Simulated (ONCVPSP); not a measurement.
**Scattering properties, ONCV potential for strontium**

- Element: Sr (Z = 38)
- Generator: ONCVPSP 4.0.1
- Type: optimised norm-conserving Vanderbilt (ONCV)
- Functional: PBE
- Relativity: fully relativistic
- Frozen core: [Ar] 3d10
- Valence charge: 10
- Reference configuration: 4s2 4p6 4d0.5 5s1.5
- Partial waves: 4s+5s: rc 2.15 bohr, ncon 4, nbas 7, qcut 5.3 1/bohr, 2 projectors; 4p: rc 1.85 bohr, ncon 4, nbas 8, qcut 7.5 1/bohr, 2 projectors, debl 3.4 Ha; 4d: rc 3.45 bohr, ncon 3, nbas 7, qcut 3.7 1/bohr, 1 projector
- Local potential: polynomial inside 1.65 bohr (lpopt 5, dvloc0 0 Ha)
- Core correction: polynomial model core, fcfact 0.25

Open shells are filled in proportion to 2j + 1.

The phase is arctan(r·R′/R) of the radial function R(r), unwrapped; energies in Ha, scanned from -3 to 5 Ha. A pole is an energy at which the radial function vanishes at the test radius. The pseudo phase is shifted by a multiple of π to meet the all-electron one at the reference energy, and phase errors are pseudo minus all-electron; the curves can meet again beyond the range given. Levels narrower than the energy grid can be missing from the lists of poles.

```tsv
channel	radius (bohr)	reference energy (Ha)	poles, all-electron	poles, pseudo	unbroken range about the reference energy with phases within 0.05 rad	phase error 1 Ha above the reference energy (rad)
s	2.18	-0.12	-1.20, 3.92	-1.20, 3.69	below 4.4	-0.004
p3/2	1.88	-0.81	0.20	0.20	the whole range	-0.000
p1/2	1.88	-0.85	0.10	0.10	the whole range	-0.000
d5/2	3.50	-0.04	0.17, 1.78, 4.43	0.18, 2.62	below 0.4	+0.459
d3/2	3.50	-0.04	0.17, 1.78, 4.42	0.18, 2.63	below 0.4	+0.454
```

Note: ghosts flagged at negative energy: d3/2 at -2836.0 eV; GHOST(+) flags only above 600 eV. A true bound ghost makes a file unfit for plane-wave use.

Phases in the p3/2 channel:

```csv
E (Ha),all-electron,pseudo
-2.98,1.181,1.181
-2.76,1.142,1.141
-2.54,1.089,1.089
-2.32,1.016,1.016
-2.10,0.909,0.909
-1.88,0.739,0.739
-1.66,0.449,0.449
-1.44,-0.025,-0.025
-1.22,-0.571,-0.572
-1.00,-0.961,-0.961
-0.78,-1.191,-1.191
-0.56,-1.332,-1.332
-0.34,-1.426,-1.426
-0.12,-1.494,-1.495
0.10,-1.548,-1.548
0.32,-1.594,-1.594
0.54,-1.634,-1.634
0.76,-1.672,-1.672
0.98,-1.710,-1.710
1.20,-1.750,-1.750
1.42,-1.795,-1.795
1.64,-1.847,-1.848
1.86,-1.913,-1.913
2.08,-2.001,-2.001
2.30,-2.126,-2.126
2.52,-2.317,-2.317
2.74,-2.626,-2.626
2.96,-3.082,-3.082
3.18,-3.564,-3.565
3.40,-3.912,-3.914
3.62,-4.128,-4.130
3.84,-4.264,-4.266
4.06,-4.356,-4.358
4.28,-4.422,-4.424
4.50,-4.471,-4.473
4.72,-4.510,-4.512
4.94,-4.541,-4.543
```
